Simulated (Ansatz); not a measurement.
Basis-set extrapolation for C2H3F2NSi, SMILES `N=C1C(F)[SiH]1F` (PBE0-D4/def2-TZVP geometry, frozen core, the Gaussian-basis code of Ansatz). Multiplicity 1, RHF reference.

```
                      def2-TZVPP   def2-QZVPP
                 HF  -619.850841  -619.874877
    MP2 correlation    -1.125047    -1.217174
CCSD(T) correlation    -1.193415      not run
```

Energies in hartree. Use E(X) = E(∞) + A·exp(−7.88·√X) for Hartree–Fock and E(X) = E(∞) + B·X^(−2.97) for correlation, with X = 3 and 4, and add CCSD(T) minus MP2 of the smaller set to the MP2 limit.

Problem. What is the CCSD(T) energy at the basis-set limit?

Solution. HF limit: -619.874877 + (-0.024036) × 0.13774 = -619.87819. MP2 limit: -1.217174 + (-0.092127) × 0.74074 = -1.28542. Higher-order term: -1.193415 − (-1.125047) = -0.06837. Total: -621.23198 hartree, 117.8 kcal/mol below CCSD(T)/def2-TZVPP.
